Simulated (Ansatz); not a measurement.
`[Se]=C[TeH]` + `N[SiH2][AlH2]` → `N[SiH2][AlH][TeH]` + `C=[Se]`  (formal exchange of groups at a Te–C bond)

Gas-phase electronic energies from Ansatz, PBE0-D4/def2-TZVP geometries. CBS: MP2 limit from def2 TZ/QZ plus the TZ coupled-cluster correction, frozen cores. Functionals use def2-TZVPP. B3LYP here is the variant with VWN-RPA as its local correlation; programs differ in this. Elements past krypton have def2 core potentials. For Se, Te outer-core shells are correlated without core-valence functions, which leaves a few kJ/mol of doubt a bond. Scalar relativity is left out up to krypton. One conformer a species, not always the lowest.

`[Se]=C[TeH]`:

Z-matrix (Å, degrees):
```
C
Se 1 1.756
Te 1 2.061 2 124.9
H 1 1.088 2 121.3 3 180.0
H 3 1.663 1 94.5 2 180.0
```

`N[SiH2][AlH2]`:

```xyz
9

N     0.884    0.655    1.264
Si   -0.584    0.105    0.530
Al   -0.135   -0.553   -1.794
H     1.746    0.177    1.058
H     0.881    0.987    2.216
H    -1.570    1.225    0.599
H    -1.261   -1.028    1.250
H    -1.317   -0.745   -2.841
H     1.357   -0.822   -2.282
```

`N[SiH2][AlH][TeH]`:

Cartesian coordinates in Å:
```
N -1.955 -0.589 -1.118
Si -0.387 -1.008 -0.502
Al 0.998 0.849 0.352
Te 2.211 0.495 2.549
H -2.011 -0.034 -1.958
H -2.665 -0.298 -0.464
H 0.350 -1.690 -1.607
H -0.601 -2.005 0.586
H 1.173 2.272 -0.336
H 2.887 2.008 2.500
```

`C=[Se]`:

Z-matrix (Å, degrees):
```
C
Se 1 1.741
H 1 1.087 2 121.8
H 1 1.087 2 121.8 3 -180.0
```

```tsv
level	ΔE (kJ/mol)	difference from CCSD(T)/CBS
PBE-D4	-120.3	14.7
PBE0-D4	-131.8	3.2
B3LYP-D4	-123.2	11.8
ωB97X-V	-133.1	1.9
ωB97M-V	-134.9	0.1
B2PLYP	-127.6	7.4
PBE	-121.7	13.3
r2SCAN	-125.1	9.9
PBE0	-132.7	2.3
HF/def2-TZVPP	-150.6	-15.6
CCSD/def2-TZVPP	-138.7	-3.7
CCSD(T)/def2-TZVPP	-135.0	0.0
HF/def2-QZVPP	-148.9	-13.9
MP2/def2-QZVPP	-128.9	6.1
MP2/CBS(def2)	-129.5	5.5
CCSD/CBS(def2)	-138.8	-3.8
CCSD(T)/CBS	-135.0	0
```

Largest T1 diagnostic among the species: 0.015.

In def2-TZVPP, CCSD(T) changes the Hartree–Fock value by +15.6 kJ/mol (the triples alone add +3.7 kJ/mol) and MP2 by +21.2 kJ/mol. From PBE to PBE0 (25 % exact exchange), in def2-TZVPP and without D4, ΔE moves by −11.0 kJ/mol.
